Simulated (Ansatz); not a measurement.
Ansatz (a first-principles code) job for SeBr₂, SMILES Br[Se]Br, CAM-B3LYP/def2-SVPD. Geometry optimised at PBE0-D3(BJ)/def2-SVP.

Ansatz 0.2 input:
```yaml
crystal:
  periodic: [false, false, false]
  atoms:
    - {symbol: Se, position_ang: [0.00000000, 0.00000000, 0.97369277]}
    - {symbol: Br, position_ang: [0.00000000, 1.80876230, -0.47293649]}
    - {symbol: Br, position_ang: [0.00000000, -1.80876230, -0.47293649]}
basis:
  gaussian:
    orbitals: def2-SVPD
hamiltonian:
  xc: {name: CAM-B3LYP}
```

Log of the run:

```
Functional definition: CAM-B3LYP
integrals: 0.08 GiB planned
1171 factors; integrals over basis functions are off by at most 7.0e-4 eV
integrals: 0.16 GiB planned
334 factors; integrals over basis functions are off by at most 3.4e-5 eV
mean field: 1.05 GiB planned
mean field evaluation 1: about -205427.4144 eV, gradient 1.5e1 eV
mean field evaluation 2: about -205427.3763 eV, gradient 1.6e1 eV
mean field evaluation 4: about -205427.9170 eV, gradient 5.7e-1 eV
mean field evaluation 8: about -205427.9282 eV, gradient 3.3e-2 eV
mean field evaluation 16: about -205427.9282 eV, gradient 3.1e-5 eV
mean field -205427.92819901 eV, -7549.3371172629 hartree, gradient 2.9e-5 eV, S^2 0.000000; 0 other end points of the search recorded, 0 dependent functions left out
reference -205427.92831701 eV, -7549.3371215992 hartree; 52, 52 occupied and 71, 71 virtual orbitals, 1171 factors
Total energy: -205427.92831701 eV, -7549.3371215992 hartree
```

The run converged.

Cost: roughly 9 core-seconds.
